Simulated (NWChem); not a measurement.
InHSeCl2; SMILES [SeH][In]([Cl])[Cl]

```xyz
5

In     0.0108    -0.3833     0.0000
Cl     1.9649    -1.6591     0.0000
Cl    -2.0034    -1.5708     0.0000
Se     0.0457     2.1047     0.0000
H     -1.4276     2.1310     0.0000
```
Atoms are numbered in this order, from 1.

Computed with NWChem. Medium grid unless said otherwise, to which SCAN and Minnesota functionals are sensitive. Geometry: optimised at PBE0/def2-SVP. def2 effective core potentials on In; no spin-orbit coupling. Total energies of different functionals are on different scales.

```csv
level,energy (Ha),highest occupied level (eV),orbital gap (eV),dipole (D)
B3LYP/def2-SVP,-3512.3696,-7.51,4.76,2.10
PBE/def2-SVP,-3511.5044,-6.62,3.28,2.09
M06-2X/def2-SVP,-3512.1845,-8.91,7.29,1.98
RPBE/def2-SVP,-3512.0747,-6.57,3.34,2.09
SCAN/def2-SVP,-3512.5741,-7.01,3.70,2.21
MPW1K/def2-SVP,-3512.5238,-8.71,6.71,2.14
B3PW91/def2-SVP,-3512.2856,-7.63,4.85,2.12
```
